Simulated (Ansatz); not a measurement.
System: C$_{3}$H$_{6}$O (charge 0, singlet). 
Structure (B3LYP-D3(BJ)/def2-TZVP (Ansatz, an electronic-structure program) minimum search):
SMILES: C[C@@H]1OC1
```xyz
10

C     -1.5095     0.1353    -0.0295
C     -0.1424    -0.4792    -0.1055
C      1.0242     0.2621    -0.5856
O      0.8383     0.0192     0.8123
H     -2.0569    -0.2511     0.8326
H     -2.0846    -0.1000    -0.9282
H     -1.4388     1.2192     0.0666
H     -0.1200    -1.5621    -0.2107
H      0.9041     1.2970    -0.8935
H      1.8563    -0.2662    -1.0411
```

Property: vertical triplet-singlet gap (E(triplet) - E(singlet); each state is the SCF solution reached for its spin; for the triplet T1 is 0.048), in eV. Cores are frozen in the correlated levels unless marked. UHF or UKS for open shells. No spin-orbit coupling. Non-relativistic. 

| level | program | vertical triplet-singlet gap (eV) |
|---|---|---|
| HF/aug-cc-pVDZ | Ansatz | 6.22 |
| SVWN5/def2-TZVPD | Ansatz | 6.97 |
| MP2/aug-cc-pVDZ | Ansatz | 7.71 |
| RI-MP2/aug-cc-pVTZ | Ansatz | 7.84 |
| RI-MP2/aug-cc-pVQZ | Ansatz | 7.89 |
| SCS-MP2/aug-cc-pVDZ | Ansatz | 7.65 |
